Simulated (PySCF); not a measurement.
# Reading the logs of faulty runs: AlCH7NSi cation

These are calculations, not measurements. They come from PySCF 2.14.0, an open-source quantum chemistry program, on an isolated molecule that a program drew, which may never have been made. The molecule is AlCH7NSi cation (charge +1, singlet), drawn as the SMILES string `[AlH2][CH2]N[SiH2+]`.

Each row is a Hartree-Fock (HF) and frozen-core CCSD(T) single point in the cc-pV(D+d)Z basis, meant for a local HF minimum. Run 1 is clean. Each other run has one planted mistake out of seven kinds, and not every kind appears here: one electron removed, one electron added, multiplicity raised by two, geometry at a saddle point, minimal basis STO-3G, one bond length entered in bohr, all coordinates scaled. The reference is restricted for singlets and unrestricted otherwise, and also for a bond in bohr. Adding or removing an electron swaps singlet and doublet. Electrons count all cores. HOMO and LUMO are orbital energies over both spins, the gradient is its largest component, and the lowest frequency (negative if imaginary) is given only where the gradient is small. Bond lengths are over the 10 bonds as drawn. T1 is the CCSD diagnostic: over 0.02 (restricted) or 0.045 (unrestricted) a single reference is doubtful.

Geometry of the clean run:
```xyz
11
AlCH7NSi cation, angstrom
Al   -1.7248   -0.7799    1.6406
C    -0.5350   -1.5118    0.1931
N    -0.8798   -1.0768   -1.1964
Si   -1.1785    0.4050   -1.7991
H    -1.6048   -1.3123    3.1033
H    -2.7011    0.3277    1.0731
H    -0.6300   -2.6002    0.2079
H     0.5259   -1.3154    0.3710
H    -0.9078   -1.8354   -1.8597
H    -1.5111    0.5033   -3.2151
H    -1.0563    1.5832   -0.9528
```

| run | electrons | basis functions | <S^2> | HOMO (eV) | LUMO (eV) | gradient (hartree/bohr) | lowest frequency (cm^-1) | mean bond (Å) | longest bond (Å) | T1 | HF (hartree) | CCSD(T) (hartree) | mistake |
|---|---|---|---|---|---|---|---|---|---|---|---|---|---|
| 1 | 46 | 109 | 0.000 | -15.07 | -3.89 | 1.2e-05 | 75 | 1.4386 | 2.012 | 0.0175 | -626.98756 | -627.51884 | no fault |
| 2 | 45 | 109 | 0.765 | -20.70 | -12.26 | 1.2e-01 | - | 1.4386 | 2.012 | 0.0294 | -626.48627 | -626.99003 | one electron removed |
| 3 | 46 | 109 | 0.791 | -12.10 | -3.99 | 8.3e-03 | - | 1.5793 | 2.989 | 0.0541 | -626.88563 | -627.40962 | one bond length entered in bohr |
| 4 | 47 | 109 | 0.768 | -5.51 | 1.17 | 6.4e-02 | - | 1.4386 | 2.012 | 0.0139 | -627.15979 | -627.70025 | one electron added |
| 5 | 46 | 35 | 0.000 | -13.03 | -0.63 | 4.0e-02 | - | 1.4386 | 2.012 | 0.0259 | -619.66710 | -619.91561 | ? |

**Which mistake was planted in run 5, and what did it cost?**

It has 35 basis functions where the clean run has 109, with the same electrons and geometry. So the mistake is: minimal basis STO-3G. Subtracting run 1 and multiplying by 627.51 kcal/mol a hartree, the energy moved by 4593.7 kcal/mol in HF and 4771.1 kcal/mol in CCSD(T).

Cautions from the logs. Run 3: T1 is over the limit, so its CCSD(T) energy is less reliable; run 5: T1 is over the limit, so its CCSD(T) energy is less reliable.
